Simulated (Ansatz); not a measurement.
Computed with Ansatz on PBE0-D4/def2-TZVP structures; ΔE is electronic, products minus reactants. CCSD(T)/CBS is the MP2 limit (def2-TZVPP, def2-QZVPP) plus CCSD(T) − MP2 in def2-TZVPP, frozen cores. This one scheme is used for every species. DFT in def2-TZVPP. B3LYP here is the variant with VWN-RPA as its local correlation; programs differ in this. def2 core potentials past Kr. For I, Ti outer-core shells are correlated without core-valence functions, which leaves a few kJ/mol of doubt a bond. Scalar relativity is left out up to krypton. Each species was taken in one conformer, which may not be the lowest.

`[OH][Ti]([OH])([OH])[I]` + H–F → `[OH][Ti]([OH])([OH])[F]` + HI  (ligand exchange at a Ti–I bond)

CCSD(T)/CBS gives -8.7 kJ/mol.

Task: Another level gave -24.5 kJ/mol. Which?
A. B3LYP-D4/def2-TZVPP
B. CCSD(T)/def2-TZVPP
C. SCS-MP2/def2-TZVPP
D. B97M-V/def2-TZVPP

Result: A. B3LYP-D4 -24.5, SCS-MP2/def2-TZVPP -12.1, B97M-V -33.1, CCSD(T)/def2-TZVPP -16.3 kJ/mol.

Largest T1 diagnostic among the species: 0.023, so the coupled-cluster value is less sure than usual.

From PBE to PBE0 (25 % exact exchange), in def2-TZVPP and without D4, ΔE moves by +5.7 kJ/mol. In def2-TZVPP, CCSD(T) changes the Hartree–Fock value by +19.0 kJ/mol (the triples alone add +9.3 kJ/mol) and MP2 by +36.7 kJ/mol.
